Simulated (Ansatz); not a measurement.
System: C3H9Si, charge -1, multiplicity 1. It need not be the lowest isomer of its formula. Whether it binds its extra electron was not tested at this geometry. 
Structure (B3LYP-D3(BJ)/def2-TZVP (Ansatz, a first-principles code) minimum search):
```
Si
C 1 1.9626
H 2 1.0966 1 111.05
H 2 1.0966 3 106.89 1 121.26
H 2 1.1017 3 107.67 4 115.45
C 1 1.9626 2 96.77 3 -169.45
H 6 1.0966 1 111.05 2 -71.77
H 6 1.0966 7 106.89 1 121.26
H 6 1.1017 7 107.67 8 115.45
C 1 1.9626 2 96.77 3 -71.77
H 10 1.0966 1 111.05 2 71.77
H 10 1.0966 11 106.89 1 -121.26
H 10 1.1017 11 107.67 12 -115.45
```
Charge -1, spin multiplicity 1.

Parts of the frozen-core correlation energy in aug-cc-pV(D+d)Z (Ansatz, hartree). Frozen orbitals: 8; correlated occupied orbitals by spin: 13 and 13; virtual: 161 and 161. Spin-orbit coupling is left out. Non-relativistic.

```csv
term,value
reference (HF),-407.76339
MP2 opposite-spin,-0.45871
MP2 same-spin,-0.13102
CCSD correlation,-0.65209
(T),-0.02357
T1 diagnostic,0.013
largest doubles amplitude,0.028
```
